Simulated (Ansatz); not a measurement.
`C#Cc1ccc(C#Cc2ccc(C#Cc3ccc(C#Cc4ccc(C#Cc5ccc(C#Cc6ccccc6)cc5)cc4)cc3)cc2)cc1`, relaxed as a singlet with RKS r2SCAN-D4/def2-SVP in Ansatz, starting from the GFN2-xTB geometry. Force threshold 0.03 eV/Å.

Single mean-field runs in def2-SVP are fitted with def2-universal-jkfit.

Start:

Cartesian coordinates in Å:
```
C -4.609 -17.524 9.508
C -4.323 -16.496 8.958
C -3.985 -15.283 8.313
C -2.903 -15.232 7.433
C -2.574 -14.050 6.806
C -3.323 -12.894 7.044
C -2.988 -11.684 6.398
C -2.705 -10.648 5.843
C -2.373 -9.438 5.195
C -2.848 -9.175 3.908
C -2.527 -7.993 3.276
C -1.721 -7.049 3.918
C -1.395 -5.838 3.270
C -1.120 -4.800 2.716
C -0.804 -3.589 2.062
C 0.427 -3.435 1.422
C 0.731 -2.257 0.775
C -0.187 -1.203 0.764
C 0.122 0.005 0.101
C 0.381 1.037 -0.471
C 0.678 2.244 -1.142
C 0.891 3.421 -0.419
C 1.178 4.598 -1.077
C 1.248 4.627 -2.472
C 1.535 5.833 -3.146
C 1.781 6.864 -3.727
C 2.062 8.069 -4.408
C 3.363 8.576 -4.436
C 3.637 9.750 -5.104
C 2.614 10.444 -5.755
C 2.895 11.647 -6.440
C 3.133 12.673 -7.030
C 3.415 13.875 -7.718
C 3.025 15.101 -7.178
C 3.305 16.273 -7.853
C 3.967 16.237 -9.070
C 4.353 15.022 -9.612
C 4.083 13.844 -8.942
C 1.313 9.938 -5.725
C 1.040 8.761 -5.062
C 1.032 3.451 -3.194
C 0.755 2.272 -2.537
C -1.417 -1.357 1.408
C -1.724 -2.538 2.047
C -1.244 -7.312 5.204
C -1.567 -8.493 5.836
C -4.406 -12.946 7.925
C -4.733 -14.129 8.552
H -4.858 -18.423 9.988
H -2.326 -16.128 7.250
H -1.736 -14.006 6.125
H -3.471 -9.906 3.412
H -2.892 -7.788 2.280
H 1.137 -4.250 1.436
H 1.681 -2.138 0.274
H 0.832 3.400 0.659
H 1.348 5.507 -0.519
H 4.153 8.039 -3.931
H 4.642 10.144 -5.129
H 2.510 15.121 -6.229
H 3.004 17.220 -7.429
H 4.182 17.156 -9.595
H 4.867 14.993 -10.562
H 4.384 12.893 -9.358
H 0.525 10.477 -6.231
H 0.034 8.366 -5.041
H 1.087 3.475 -4.273
H 0.590 1.362 -3.096
H -2.127 -0.543 1.396
H -2.678 -2.663 2.538
H -0.622 -6.580 5.698
H -1.200 -8.698 6.831
H -4.984 -12.052 8.108
H -5.571 -14.174 9.233
```

```csv
step,energy (eV),largest force component (eV/Å),SCF passes
1,-50124.8623,1.326,20
2,-50125.2343,0.241,21
3,-50125.2730,0.377,21
4,-50125.2779,0.077,21
5,-50125.2798,0.007,21
6,-50125.2819,0.049,19
7,-50125.2838,0.078,19
8,-50125.2869,0.098,20
9,-50125.2921,0.109,19
10,-50125.2976,0.211,20
11,-50125.3108,0.145,20
13,-50125.3564,0.182,20
15,-50125.3954,0.128,20
17,-50125.4547,0.156,20
19,-50125.4981,0.131,20
21,-50125.5336,0.101,20
23,-50125.5476,0.063,20
25,-50125.5572,0.059,20
27,-50125.5610,0.023,19
29,-50125.5632,0.021,21
30,-50125.5643,0.019,19
```

Force components are those of the run's own axes.

End:

Cartesian coordinates in Å:
```
C -4.626 -17.720 9.640
C -4.340 -16.676 9.081
C -4.007 -15.455 8.428
C -3.476 -15.461 7.119
C -3.150 -14.272 6.482
C -3.345 -13.028 7.128
C -3.014 -11.814 6.477
C -2.730 -10.763 5.913
C -2.402 -9.549 5.261
C -1.763 -9.556 3.998
C -1.443 -8.367 3.358
C -1.752 -7.119 3.953
C -1.429 -5.906 3.297
C -1.153 -4.856 2.728
C -0.837 -3.643 2.069
C -0.100 -3.646 0.860
C 0.207 -2.458 0.212
C -0.213 -1.215 0.744
C 0.095 -0.002 0.079
C 0.358 1.047 -0.499
C 0.658 2.258 -1.169
C 0.093 3.483 -0.740
C 0.381 4.668 -1.400
C 1.253 4.682 -2.516
C 1.546 5.892 -3.191
C 1.797 6.939 -3.779
C 2.084 8.147 -4.459
C 3.089 8.197 -5.455
C 3.370 9.381 -6.121
C 2.657 10.566 -5.823
C 2.941 11.775 -6.507
C 3.186 12.819 -7.099
C 3.469 14.030 -7.786
C 2.643 15.165 -7.614
C 2.926 16.349 -8.291
C 4.030 16.428 -9.148
C 4.855 15.311 -9.325
C 4.582 14.121 -8.654
C 1.652 10.517 -4.828
C 1.373 9.334 -4.158
C 1.821 3.458 -2.943
C 1.529 2.272 -2.285
C -0.950 -1.211 1.953
C -1.254 -2.399 2.602
C -2.391 -7.113 5.216
C -2.708 -8.302 5.857
C -3.878 -13.025 8.439
C -4.202 -14.215 9.075
H -4.878 -18.641 10.133
H -3.323 -16.417 6.612
H -2.740 -14.285 5.469
H -1.522 -10.513 3.530
H -0.949 -8.384 2.384
H 0.226 -4.601 0.439
H 0.776 -2.473 -0.720
H -0.580 3.483 0.122
H -0.063 5.608 -1.062
H 3.645 7.287 -5.694
H 4.148 9.408 -6.888
H 1.781 15.098 -6.945
H 2.277 17.220 -8.151
H 4.248 17.360 -9.677
H 5.720 15.369 -9.993
H 5.224 13.246 -8.789
H 1.095 11.426 -4.590
H 0.596 9.307 -3.391
H 2.495 3.457 -3.803
H 1.971 1.332 -2.625
H -1.278 -0.257 2.372
H -1.822 -2.384 3.536
H -2.633 -6.156 5.684
H -3.201 -8.285 6.832
H -4.031 -12.070 8.947
H -4.612 -14.203 10.088
```

By distances, no bond broke or formed. The bond that changes most is C1–H49, from 1.05 to 1.07 Å (atoms count from 1).

The force fell under the threshold at step 5, but the optimiser went on and released 0.285 eV more. No frequencies were taken in this run, so the end may be a saddle point.

Hardware: 4 threads of AMD EPYC 7R13 on a shared host and a share (37 GiB) of an NVIDIA H100 80GB HBM3. Wall time 2.8 min, peak host memory 1.4 GiB.
